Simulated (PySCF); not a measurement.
Isomers of C9H12S, mass 152.066 u with the commonest isotopes. Level of theory: PBE0/pcSseg-1 in PySCF (dipole) on a GFN2-xTB geometry, gas phase. One conformer each, none proved a minimum here; rigid rotors.

**Question.** Order these by out-of-plane moment Σ m c² = (Ia + Ib − Ic)/2, smallest first.
A. `[cH:1]1[cH:2][s:3][c:4]([CH:5]2[CH2:6][CH2:7][CH2:8][CH2:9]2)[cH:10]1` with S3–C4–C5–C6 114°, C4–C5–C6–C7 138°, C5–C6–C7–C8 -36°, C6–C7–C8–C9 42°, C7–C8–C9–C5 -32°
B. `[CH3:1][C:2](=[S:3])[C@@H:4]1[C@H:5]2[CH2:6][CH:7]=[C:8]([CH3:9])[C@@H:10]12` with C1–C2–C4–C5 -146°
C. `[CH3:1][CH2:2][CH2:3][c:4]1[cH:5][cH:6][c:7]([SH:8])[cH:9][cH:10]1` with C1–C2–C3–C4 -67°, C2–C3–C4–C5 100°, C6–C7–S8–H 1°

**Answer.** C (58.33 u·Å²), A (62.40 u·Å²), B (102.24 u·Å²).

**Question.** Order these by dipole moment, smallest first.
A. `[CH3:1][CH2:2][CH2:3][c:4]1[cH:5][cH:6][c:7]([SH:8])[cH:9][cH:10]1` with C1–C2–C3–C4 -67°, C2–C3–C4–C5 100°, C6–C7–S8–H 1°
B. `[CH3:1][C:2](=[S:3])[C@@H:4]1[C@H:5]2[CH2:6][CH:7]=[C:8]([CH3:9])[C@@H:10]12` with C1–C2–C4–C5 -146°
C. `[cH:1]1[cH:2][s:3][c:4]([CH:5]2[CH2:6][CH2:7][CH2:8][CH2:9]2)[cH:10]1` with S3–C4–C5–C6 114°, C4–C5–C6–C7 138°, C5–C6–C7–C8 -36°, C6–C7–C8–C9 42°, C7–C8–C9–C5 -32°

**Answer.** C (0.88 D), A (1.50 D), B (3.29 D).

**Question.** Order these by rotational constant A, largest first.
A. `[CH3:1][C:2](=[S:3])[C@@H:4]1[C@H:5]2[CH2:6][CH:7]=[C:8]([CH3:9])[C@@H:10]12` with C1–C2–C4–C5 -146°
B. `[CH3:1][CH2:2][CH2:3][c:4]1[cH:5][cH:6][c:7]([SH:8])[cH:9][cH:10]1` with C1–C2–C3–C4 -67°, C2–C3–C4–C5 100°, C6–C7–S8–H 1°
C. `[cH:1]1[cH:2][s:3][c:4]([CH:5]2[CH2:6][CH2:7][CH2:8][CH2:9]2)[cH:10]1` with S3–C4–C5–C6 114°, C4–C5–C6–C7 138°, C5–C6–C7–C8 -36°, C6–C7–C8–C9 42°, C7–C8–C9–C5 -32°

**Answer.** B (2989 MHz), C (2796 MHz), A (2075 MHz).

```json
{"SMILES": "c1csc(C2CCCC2)c1", "point group": "C1", "Ia (u·Å²)": "180.75", "Ib (u·Å²)": "723.15", "Ic (u·Å²)": "779.10", "κ": "-0.95", "μa (D)": "0.81", "μb (D)": "0.34", "μc (D)": "0.07"}
{"SMILES": "CCCc1ccc(S)cc1", "point group": "C1", "Ia (u·Å²)": "169.09", "Ib (u·Å²)": "932.73", "Ic (u·Å²)": "985.15", "κ": "-0.98", "μa (D)": "1.25", "μb (D)": "0.74", "μc (D)": "0.37"}
{"SMILES": "CC(=S)[C@@H]1[C@H]2CC=C(C)[C@H]21", "point group": "C1", "Ia (u·Å²)": "243.57", "Ib (u·Å²)": "728.07", "Ic (u·Å²)": "767.16", "κ": "-0.95", "μa (D)": "2.43", "μb (D)": "0.08", "μc (D)": "2.22"}
```
